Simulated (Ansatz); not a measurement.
Molecule: phosphorus nitride, PN, net charge 0, singlet state. SMILES: N#P
Geometry: optimised at B3LYP-D3(BJ)/def2-TZVP (Ansatz, a quantum-chemistry and plane-wave program).

Wanted: atomisation energy, in kcal/mol. Conventions: open shells spin-unrestricted; atomisation electronic, to ground-state atoms; 6-311+G** with 5d, 6d on Na to Ar in Ansatz; non-relativistic; LANL2DZ with its own core potentials from Na on; six Cartesian d functions in 6-31G* and its kin unless marked 5d; spin-orbit terms left out. Ab initio and DFT rows: single points at B3LYP-D3(BJ) geometries (Ansatz).

| level | program | atomisation energy (kcal/mol) |
|---|---|---|
| B3LYP/STO-3G | Ansatz | 141.8 |
| B3LYP/3-21G | Ansatz | 107.7 |
| B3LYP/LANL2DZ | Ansatz | 98.6 |
| B3LYP/6-31G | Ansatz | 101.0 |
| B3LYP/6-31G* | Ansatz | 137.5 |
| B3LYP/6-31+G* | Ansatz | 138.2 |
| B3LYP/def2-SVP | Ansatz | 140.2 |
| B3LYP/cc-pVDZ | Ansatz | 134.7 |
| B3LYP/6-311+G** | Ansatz | 140.0 |
| B3LYP/def2-TZVPD | Ansatz | 145.7 |

No value to compare with is used here. The 9 habitual levels span 98.6 (B3LYP/LANL2DZ) to 141.8 kcal/mol (B3LYP/STO-3G); B3LYP/def2-TZVPD gives 145.7.

The sets are all those run for this method; runs whose electronic state is in doubt are left out.
